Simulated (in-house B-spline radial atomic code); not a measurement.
A fraction x of an electron is removed from 2s in neutral neon, starting from [He] 2s2 2p6 and keeping the highest spin. Computed with an all-electron radial atomic-structure program (B-spline basis): scalar-relativistic (X2C) TPSS, spin-polarised, spherical fractional occupations, Fermi nucleus of rms radius 3.0055 fm.

```json
{"x": "0", "E(x) - E(0) (eV)": "0.0000", "2s down level (eV)": "-37.226"}
{"x": "0.06", "E(x) - E(0) (eV)": "2.2636", "2s down level (eV)": "-38.228"}
{"x": "0.15", "E(x) - E(0) (eV)": "5.7725", "2s down level (eV)": "-39.752"}
{"x": "0.29", "E(x) - E(0) (eV)": "?", "2s down level (eV)": "?"}
{"x": "0.41", "E(x) - E(0) (eV)": "16.6935", "2s down level (eV)": "-44.286"}
{"x": "0.5", "E(x) - E(0) (eV)": "20.7515", "2s down level (eV)": "-45.896"}
{"x": "0.59", "E(x) - E(0) (eV)": "24.9554", "2s down level (eV)": "-47.525"}
{"x": "0.7", "E(x) - E(0) (eV)": "30.2937", "2s down level (eV)": "-49.540"}
{"x": "0.8", "E(x) - E(0) (eV)": "?", "2s down level (eV)": "?"}
{"x": "0.89", "E(x) - E(0) (eV)": "40.0414", "2s down level (eV)": "-53.079"}
{"x": "1", "E(x) - E(0) (eV)": "45.9942", "2s down level (eV)": "-"}
```

Problem. What belongs in the row x = 0.29?

Solution. An energy change of 11.5065 eV; 2s down at -42.171 eV.

Problem. What belongs in the row x = 0.8?

Solution. An energy change of 35.3403 eV; 2s down at -51.394 eV.

Problem. Check Janak's theorem between x = 0.06 and 0.15.

Solution. The slope of the energy is 38.99 eV; the orbital levels give 38.99 eV (-ε of the emptying orbital, averaged over the two points).
